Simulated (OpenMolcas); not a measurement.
Au3+ (d8) among equal point charges was computed by CASSCF with the d shell active (OpenMolcas, ANO-RCC-VDZP on the metal). Its lowest spin-free states, and all those of the highest spin:

```json
{"2S+1": "3", "Degeneracy": "1", "E (cm-1)": "0.0"}
{"2S+1": "3", "Degeneracy": "1", "E (cm-1)": "3818"}
{"2S+1": "3", "Degeneracy": "2", "E (cm-1)": "4772"}
{"2S+1": "3", "Degeneracy": "2", "E (cm-1)": "7387"}
{"2S+1": "3", "Degeneracy": "1", "E (cm-1)": "8375"}
{"2S+1": "1", "Degeneracy": "2", "E (cm-1)": "14104"}
{"2S+1": "1", "Degeneracy": "1", "E (cm-1)": "16819"}
{"2S+1": "3", "Degeneracy": "1", "E (cm-1)": "17021"}
{"2S+1": "1", "Degeneracy": "2", "E (cm-1)": "18150"}
{"2S+1": "3", "Degeneracy": "2", "E (cm-1)": "21062"}
{"2S+1": "1", "Degeneracy": "1", "E (cm-1)": "21707"}
{"2S+1": "1", "Degeneracy": "2", "E (cm-1)": "21977"}
```

Problem. Is the site octahedral, tetrahedral or cube-like, axial, or of lower symmetry?

Solution. The states with 2S+1 = 3 have orbital degeneracies 1, 1, 2, 2, 1, 1, 2. There are pairs but no triples, so the site is axial: not cubic, but with a proper or improper axis of order three or more. The run had Au3+ among 6 point charges of -0.85 e arranged as a trigonal antiprism (D3d), 1.98 Å from the ion, with a polar angle of 60.2° against the regular 54.74°.

Spin-orbit coupling mixes the spin-free states strongly: the lowest level takes only 57 % from its leading state, 3A2. Without dynamic correlation the repulsion within the d shell is too large (B by tens of per cent), so at a given field states of lower spin stand too high. Real 4d8 and 5d8 ions are as a rule square planar and diamagnetic. Point charges carry no covalency, so the field is a model and not that of real ligands. No measured value stands beside these numbers.
